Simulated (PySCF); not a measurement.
Ligand exchange on a metal centre used in film growth or etching (Ti Cl-Br). Isolated molecules, 0 K electronic values unless said otherwise.

The charge on the central atom (Mulliken) from two functionals at the same geometries (BP86-D3(BJ)/def2-SVP), both in PySCF: PBE-D3(BJ)/def2-TZVP and TPSSh-D3(BJ)/def2-TZVP. 

| species | PBE-D3(BJ)/def2-TZVP (e) | TPSSh-D3(BJ)/def2-TZVP (e) |
|---|---|---|
| 1 of 4 Cl replaced by Br ([Ti(Cl)3(Br)]) | 0.93 | 1.06 |
| 2 of 4 Cl replaced by Br ([Ti(Cl)2(Br)2]) | 0.90 | 1.01 |
| 3 of 4 Cl replaced by Br ([Ti(Cl)(Br)3]) | 0.87 | 0.97 |
| 4 of 4 Cl replaced by Br | 0.83 | 0.93 |

Over these rows, drawn at random from the members with no instability flagged (it was tested for open shells, ions and some series alone), PBE minus TPSSh-D3(BJ): mean -0.11 e, from -0.13 e to -0.10 e.
